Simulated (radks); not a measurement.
These are the eigenvalues of the occupied orbitals of an atom or ion with whole-number occupations (eV). Method: scalar-relativistic Kohn-Sham, PBE, spin-polarised, spherical densities, finite nucleus; Fermi nuclear charge, rms radius of each element as measured or else 0.836 A^(1/3) + 0.57 fm; computed with a radial shooting solver on a logarithmic mesh with Libxc functionals.

1s up: -10229.77
1s down: -10229.75
2s down: -1262.236
2s up: -1262.234
2p up: -1098.763
2p down: -1098.754
3s up: -148.0532
3s down: -148.0415
3p up: -98.7911
3p down: -98.7740
3d up: -19.1083
3d down: -19.0466
4s up: -9.2181
4s down: -8.5232
4p up: -2.8698

Which element is it, and in what charge state? The configuration may be excited. Open shells, if any, are filled with parallel spins first.

Answer. Z = 31, gallium, charge 0: Ga in [Ar] 3d10 4s2 4p1. The list shows which subshells hold electrons but not how many an open one holds; the 1s level, -375.94 hartree, gives Z - s = 27.4 by -(Z - s)^2/2, which with screening and relativity narrows Z to a few neighbours, and the depths of the outer levels then fix element, charge and occupations together.
